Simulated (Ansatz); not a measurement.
**Question.** Name a neutral molecule of C, F, Ga and H with LUMO energy (PBE/def2-TZVPP) between -2.55 and -2.25 eV and LUMO energy (B3LYP/def2-TZVPP) between -2.10 and -1.80 eV (Ansatz, PBE0-D4/def2-TZVP geometry).

**Answer.** `C=[CH][GaH][F]` (-2.52 eV, -1.92 eV). Other molecules can fit too; these were computed, each in one conformer that needn't be the lowest.

B3LYP here is the variant with VWN-RPA as its local correlation; programs differ in this.
